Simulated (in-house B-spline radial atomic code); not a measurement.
Spin-orbit splittings of orbital energies (j = l + 1/2 less j = l - 1/2) and ratios of mean radii (lower j over upper j) along the 30-electron series, configuration [Ar] 3d10 4s2. Computed with an all-electron radial atomic-structure program (B-spline basis): Dirac-Hartree-Fock, average of the configuration, finite nuclei.

```
  ion   Z  splitting of 3p (eV)  radius ratio of 3p  splitting of 2p (eV)  radius ratio of 2p  splitting of 3d (eV)  radius ratio of 3d
   Zn  30                 3.284             0.98594                 24.19             0.98321                  0.44             0.99124
  Ga+  31                3.8687             0.98534                27.993             0.98205               0.53594              0.9925
 Ge2+  32                4.5495             0.98476                32.236             0.98084               0.65659             0.99309
 As3+  33                5.3335             0.98417                36.954              0.9796               0.80122             0.99336
 Se4+  34                     ?                   ?                     ?                   ?                     ?                   ?
 Br5+  35                     ?                   ?                     ?                   ?                     ?                   ?
 Kr6+  36                8.3898             0.98223                54.332             0.97563                1.3934             0.99336
 Rb7+  37                9.6753             0.98152                61.333             0.97423                1.6507             0.99323
 Sr8+  38                11.112             0.98078                69.009             0.97279                1.9423             0.99305
Zr10+  40                14.483             0.97921                86.568             0.96978                 2.639             0.99261
Nb11+  41                16.443             0.97838                96.548             0.96822                3.0502             0.99236
Mo12+  42                     ?                   ?                     ?                   ?                     ?                   ?
Tc13+  43                20.976             0.97662                119.17             0.96496                4.0138             0.99179
Ru14+  44                23.577             0.97569                131.91             0.96327                4.5729             0.99148
```

**Question.** Fill in the row of Se4+.

**Answer.** splitting of 3p (eV): 6.2288; radius ratio of 3p: 0.98355; splitting of 2p (eV): 42.183; radius ratio of 2p: 0.97831; splitting of 3d (eV): 0.97095; radius ratio of 3d: 0.99345.

**Question.** Fill in the row of Br5+.

**Answer.** splitting of 3p (eV): 7.2444; radius ratio of 3p: 0.98291; splitting of 2p (eV): 47.963; radius ratio of 2p: 0.97699; splitting of 3d (eV): 1.1676; radius ratio of 3d: 0.99344.

**Question.** Fill in the row of Mo12+.

**Answer.** splitting of 3p (eV): 18.602; radius ratio of 3p: 0.97751; splitting of 2p (eV): 107.4; radius ratio of 2p: 0.96661; splitting of 3d (eV): 3.5074; radius ratio of 3d: 0.99208.

**Question.** With what power of Z does the column «splitting of 2p (eV)» change over this range?

**Answer.** A fit of the logarithm of its size against log Z from Z = 30 to 44 has slope 4.43. An unscreened hydrogenic electron would give 4 at low Z; screening makes the apparent power larger near the neutral end, and relativity raises it again at high Z.
